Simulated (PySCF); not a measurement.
# [Tm(H2O)]3+ at several levels of theory

Computed with PySCF 2.14.0 (density fitting, no spin-orbit coupling) at the geometry relaxed with B3LYP:

```xyz
4
[Tm(H2O)]3+ (singlet in the valence; each metal's 4f electrons, 12 of them, lie in its core potential, out of spins and levels)
Tm    0.0000    0.0000   -0.0591
O     0.0000    0.0000    2.0826
H     0.7846    0.0000    2.7162
H    -0.7846    0.0000    2.7162
```

```tsv
level	basis	state	HOMO (eV)	gap (eV)	charge on Tm1 (e)	population of f-type functions on Tm1 (polarisation alone where 4f lies in the core)	dipole about the centre of mass (D)	largest force component (eV/Å)
B3LYP	Tm lcecp-1-SVP with ECP58, O def2-SVP, H def2-SVP	singlet	-28.17	6.92	2.52	0.02	3.53	0.00
CAM-B3LYP	the same	singlet	-29.91	10.02	2.54	0.02	3.39	0.12
r2SCAN	the same	singlet	-27.06	5.97	2.54	0.02	3.49	0.06
PBE	the same	singlet	-26.83	4.91	2.48	0.02	3.82	0.42
revPBE	the same	singlet	-26.77	4.89	2.48	0.02	3.77	0.24
```

In the lcecp rows the 4f levels are missing from HOMO and gap, and the state counts the valence alone.

Charges are Mulliken's, which hang on the basis. The relaxation used the grid (50, 194), these runs (75, 302) or, all-electron (x2c bases, spin-free X2C Hamiltonian), (99, 590).

What does B3LYP with Tm lcecp-1-TZVP with ECP58, O def2-TZVP, H def2-TZVP give here?

state singlet, HOMO (eV) -28.16, gap (eV) 6.94, charge on Tm1 (e) 2.63, population of f-type functions on Tm1 (polarisation alone where 4f lies in the core) 0.02, dipole about the centre of mass (D) 3.56, largest force component (eV/Å) 0.24. Time: 4.3 s on 2 threads of Arm Neoverse V1 (shared host), from free ions and atoms.

In the first row's basis the gap widens with exact exchange: 4.9 to 6.0 eV for revPBE, PBE, r2SCAN (none); 6.9 eV for B3LYP (a fixed share); 10.0 eV for CAM-B3LYP (rising or full at long range).

An lcecp potential fixes the number of 4f electrons, so in runs with it no electron can move into or out of that shell.
